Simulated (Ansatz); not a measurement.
A CCSD(T) single point on `O[Si](F)(O[SiH3])O[SiH3]`.

```yaml
crystal:
  periodic: [false, false, false]
  atoms:
    - {symbol: O, position_ang: [-1.746085, -1.494018, 0.671059]}
    - {symbol: Si, position_ang: [-0.737861, -0.244037, 0.873703]}
    - {symbol: F, position_ang: [-0.852290, 0.321656, 2.348797]}
    - {symbol: O, position_ang: [-1.105253, 0.960587, -0.131711]}
    - {symbol: Si, position_ang: [-0.588364, 2.329266, -0.873735]}
    - {symbol: O, position_ang: [0.763713, -0.764184, 0.667450]}
    - {symbol: Si, position_ang: [1.827091, -1.776762, -0.060829]}
    - {symbol: H, position_ang: [-2.687926, -1.325229, 0.636828]}
    - {symbol: H, position_ang: [-0.548376, 3.449177, 0.098854]}
    - {symbol: H, position_ang: [0.767511, 2.114572, -1.440429]}
    - {symbol: H, position_ang: [-1.544317, 2.642423, -1.962392]}
    - {symbol: H, position_ang: [1.107854, -2.732598, -0.939367]}
    - {symbol: H, position_ang: [2.576222, -2.515599, 0.983516]}
    - {symbol: H, position_ang: [2.768082, -0.965256, -0.871753]}
basis:
  gaussian: {orbitals: def2-TZVPP}
correlation: {method: ccsd_t}
```

```sh
$ ansatz run in.yaml --threads 2 --pin off --events-out ev --progress --plain --max-ram 32768MiB --backend cuda --devices 0, --max-vram 18GiB
```

Output of Ansatz, abridged:

```
Functional definition: HF
2070 factors; integrals over basis functions are off by at most 8.9e-4 eV
mean field evaluation 1: about -32522.6692 eV, gradient 6.0e1 eV
mean field evaluation 2: about -32523.0762 eV, gradient 6.1e1 eV
mean field evaluation 4: about -32529.4463 eV, gradient 4.0e0 eV
mean field evaluation 8: about -32529.5302 eV, gradient 3.3e-1 eV
mean field -32529.53047622 eV, -1195.4381956934 hartree, gradient 3.2e-6 eV, S^2 0.000000; 0 other end points of the search recorded, 0 dependent functions left out
19 core orbitals not correlated: weight in the atoms' cores, before any rotation towards them, 1.000 or more for the frozen orbitals, at most 0.000 for the correlated occupied ones
reference -32529.53047622 eV, -1195.4381956934 hartree; 22, 22 occupied and 307, 307 virtual orbitals, 2070 factors
second order -35.61448617 eV of doubles, -0.00000000 eV of singles
cycle   1  -35.89705245 eV  change   -2.8e-1 eV  update   1.2e-1
cycle   2  -36.74191999 eV  change   -8.4e-1 eV  update   3.5e-2
cycle   3  -36.92437066 eV  change   -1.8e-1 eV  update   1.7e-2
cycle   4  -36.89963959 eV  change    2.5e-2 eV  update   3.2e-3
cycle   5  -36.89881959 eV  change    8.2e-4 eV  update   1.3e-3
cycle   6  -36.89977319 eV  change   -9.5e-4 eV  update   3.4e-4
cycle   7  -36.89953332 eV  change    2.4e-4 eV  update   1.2e-4
cycle   8  -36.89945360 eV  change    8.0e-5 eV  update   3.3e-5
cycle   9  -36.89945780 eV  change   -4.2e-6 eV  update   1.4e-5
perturbative correction -1.19364478 eV, -0.0438656366 hartree
Total energy: -32567.62357880 eV, -1196.8380913930 hartree
```

Hardware: 2 threads of an AMD EPYC 7R13 on a shared host and a share of an NVIDIA H100 80 GB. Wall time 21 s, peak host memory 0.84 GiB.

Correlation energy per correlated electron: -0.866 eV. T1 diagnostic: 0.0114.
